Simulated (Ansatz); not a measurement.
Job for Ansatz (a first-principles code): R-PBE0/def2-TZVPPD on H4O4Si (SMILES O[Si](O)(O)O). The basis file is the Basis Set Exchange's JSON of that set.

Ansatz 0.2 input:
```yaml
crystal:
  periodic: [false, false, false]
  atoms:
    - {symbol: O, position_ang: [0.70765378, 1.19888861, -0.85817418]}
    - {symbol: Si, position_ang: [-0.00000018, 0.00000074, 0.00000038]}
    - {symbol: O, position_ang: [-1.04111808, 0.72288949, 1.03347834]}
    - {symbol: O, position_ang: [-0.67330112, -1.01510375, -1.09123631]}
    - {symbol: O, position_ang: [1.00676571, -0.90667362, 0.91593383]}
    - {symbol: H, position_ang: [0.90577269, 2.01503174, -0.39224443]}
    - {symbol: H, position_ang: [-1.33254878, 0.21201991, 1.79276259]}
    - {symbol: H, position_ang: [-1.06703481, -0.62101898, -1.87360627]}
    - {symbol: H, position_ang: [1.49381079, -1.60603414, 0.47308605]}
basis:
  gaussian:
    orbitals: def2-TZVPPD.json
hamiltonian:
  xc: {name: PBE0}
scf: {lower_state_search: off}
```

Q: Give the final energy of this run.

A: -592.7328 hartree.

Q: How many basis functions does it have, and what does it roughly cost on one machine?

A: 276 functions; around 7 core-seconds (rough).
